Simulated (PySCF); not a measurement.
GeH6OSiTe, SMILES [SiH3]O[Te][GeH3].

Geometry optimised at B3LYP-D3(BJ)/def2-SVP. This is a generated structure with no PubChem entry under its InChIKey; it may be hypothetical. The def2 effective core potentials stand for the cores of Te; spin–orbit coupling is left out. Other conformers were not sampled.

Two levels are set side by side: TDDFT-PBE/def2-SVPD (PySCF) and TDDFT-LC-ωPBE/def2-SVPD (PySCF). Vertical, same geometry. The lowest singlet is HOMO→LUMO 100 % with PBE and HOMO→LUMO 95 % with the other functional; states are paired by order. Differences are taken from unrounded values.

```
quantity                               TDDFT-PBE
-------------------------------------  ---------
lowest singlet excitation (eV)              2.47
lowest triplet excitation (TDA) (eV)        1.82
first bright state (f over 0.05) (eV)       5.23
its oscillator strength                     0.06
```

Task: These are the TDDFT-PBE values. What does TDDFT-LC-ωPBE give? (Estimate from the structure and the level; the computed values follow.)

Result: 
```json
[
 {"quantity": "lowest singlet excitation (eV)", "TDDFT-LC-ωPBE": "2.72", "TDDFT-PBE minus TDDFT-LC-ωPBE": "-0.26"},
 {"quantity": "lowest triplet excitation (TDA) (eV)", "TDDFT-LC-ωPBE": "1.96", "TDDFT-PBE minus TDDFT-LC-ωPBE": "-0.14"},
 {"quantity": "first bright state (f over 0.05) (eV)", "TDDFT-LC-ωPBE": "6.27", "TDDFT-PBE minus TDDFT-LC-ωPBE": "-1.05"},
 {"quantity": "its oscillator strength", "TDDFT-LC-ωPBE": "0.09", "TDDFT-PBE minus TDDFT-LC-ωPBE": "-0.03"}
]
```

A lower first singlet is the usual sign of a functional without exact exchange. Differences between two approximate levels are no errors against the true value.

Rough cost on one machine, each run with all the roots and properties that it gave: TDDFT-LC-ωPBE against TDDFT-PBE about 5 times.
